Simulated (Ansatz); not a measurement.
Species: Si$_{2}$H$_{4}$, charge 0, multiplicity 1. SMILES: [SiH][SiH3]
Geometry: optimised at B3LYP-D3(BJ)/def2-TZVP (Ansatz, a program for electronic structure).

Wanted: atomisation energy, in kcal/mol. Conventions: spin-orbit terms left out; non-relativistic; 6-31G* and kin with 6d, 5d where marked; atomisation electronic, to ground-state atoms; no dispersion term unless named; UHF or UKS for open shells. First-principles rows: single points at B3LYP-D3(BJ) geometries (Ansatz).

```tsv
species	coefficient	E at B3LYP/6-31G* (Ansatz), Eh	E at wB97M-V/def2-TZVPD (Ansatz), Eh
[SiH][SiH3] (Si2H4)	-1	-581.31465	-581.26623
H atom	+4	-0.50027	-0.49411
Si atom	+2	-289.37173	-289.35271
```

 1 Eh = 627.5095 kcal/mol.

Problem. Compute it at each level from the table.

Solution. 
- B3LYP/6-31G*: the sum of coefficient times E is 0.57011 Eh, or 357.75 kcal/mol. Result: 357.7 kcal/mol.
- wB97M-V/def2-TZVPD: the sum of coefficient times E is 0.58437 Eh, or 366.70 kcal/mol. Result: 366.7 kcal/mol.
